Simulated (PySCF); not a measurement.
Species: C4H11NSi.
Z-matrix (Å and degrees, PBE0-D3(BJ)/def2-SVP geometry), rows numbered from 1:
```
Si
N   1  1.7283
C   2  1.4539  1  124.78
C   3  1.5238  2  103.31  1   165.00
C   4  1.5248  3  101.93  2    37.27
C   2  1.4604  1  123.70  3  -171.37
H   1  1.4960  2  108.36  3   -33.25
H   1  1.4965  2  108.38  3  -153.13
H   1  1.5036  2  115.04  3    86.98
H   3  1.1032  2  111.23  1    43.78
H   3  1.1106  2  112.76  1   -76.34
H   4  1.0999  3  113.29  2   159.68
H   4  1.1025  3  109.61  2   -79.62
H   5  1.1024  4  109.54  3    78.78
H   5  1.0996  4  113.85  3  -160.97
H   6  1.1056  2  112.82  1    50.37
H   6  1.1071  2  110.88  1   -69.20
```

The closed-shell ground state was solved at several levels (PySCF, density fitting, gas phase, non-relativistic).

```json
{"level": "CAM-B3LYP/def2-SVPD", "basis functions": "212", "total energy (Eh)": "-502.9445", "HOMO (eV)": "-7.49", "LUMO (eV)": "1.20", "gap (eV)": "8.69", "dipole (D)": "1.36"}
{"level": "PBE0/pcSseg-1", "basis functions": "164", "total energy (Eh)": "-502.8741", "HOMO (eV)": "-6.11", "LUMO (eV)": "0.89", "gap (eV)": "7.00", "dipole (D)": "1.40"}
```

Task: What might CAM-B3LYP/pcSseg-1 (164 basis functions) give for the same quantities?

Result: Total energy -503.1442 Eh, HOMO -7.47 eV, LUMO 1.85 eV, gap 9.32 eV, dipole 1.37 D.

Task: Over all these levels, which gives the widest orbital gap and which the narrowest?

Result: CAM-B3LYP/pcSseg-1 (range-separated hybrid) has the widest, 9.32 eV, and PBE0/pcSseg-1 (global hybrid, 25 % exact exchange) the narrowest, 7.00 eV. The two share the basis. From the narrowest to the widest the HOMO moves by -1.36 eV and the LUMO by +0.96 eV.

Task: How far do the dipole and the HOMO energy spread over the levels?

Result: The dipole runs from 1.36 to 1.40 D (mean 1.37 D) and the HOMO from -7.49 to -6.11 eV.

One conformer stands for the species.
